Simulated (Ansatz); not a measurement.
Coupled-cluster diagnostics for Cu₂H⁺ (the lowest singlet isomer of a short search), Ansatz.

Geometry of the singlet (PBE-D4/def2-TZVP):

Cartesian coordinates in Å:
```
Cu -0.805 0.604 -0.749
Cu 0.726 0.013 1.022
H 0.079 -0.617 -0.274
```

Correlated methods freeze 18 core orbitals. In the quintet geometry the species has come apart into loosely held pieces. The structure comes from a short search, and lower isomers may exist.

Geometry of the charge 1 triplet (PBE-D4/def2-TZVP):

```xyz
3

Cu   -1.162   -0.566    0.998
Cu    1.161    0.564   -1.000
H     0.001    0.001    0.002
```

Geometry of the charge 1 quintet (PBE-D4/def2-TZVP):

```xyz
3

Cu    4.798    4.769    2.776
Cu   -3.712   -6.129   -1.457
H    -1.085    1.360   -1.319
```

(1) Estimate the CCSD(T) correlation energy, the shares of MP2 and (T), T1 and the reference's ⟨S²⟩ for: charge 1, singlet, own geometry in def2-TZVPP; charge 1, triplet, own geometry in def2-TZVPP; charge 1, quintet, own geometry in def2-TZVPP; and the rough time on 4 threads of Arm Neoverse N1 on a shared host.

## Answers

(1) 
```tsv
state	basis	correlation (eV)	MP2 share (%)	(T) share (%)	T1	⟨S²⟩ (pure)	wall time
charge 1, singlet, own geometry	def2-TZVPP	-24.786	109.9	4.0	0.027	0.00 (0.00)	7.5 s
charge 1, triplet, own geometry	def2-TZVPP	-22.309	106.0	3.3	0.036	2.01 (2.00)	23 s
charge 1, quintet, own geometry	def2-TZVPP	-20.924	107.8	3.3	0.017	6.00 (6.00)	33 s
```
Customary marks for T1 are 0.02 (closed shells), 0.045 (open shells) and about 0.05 (3d metals). T1 exceeds 0.02 in 2 of 3 rows and 0.045 in 0; the higher it lies, the less the single-reference result can be trusted.
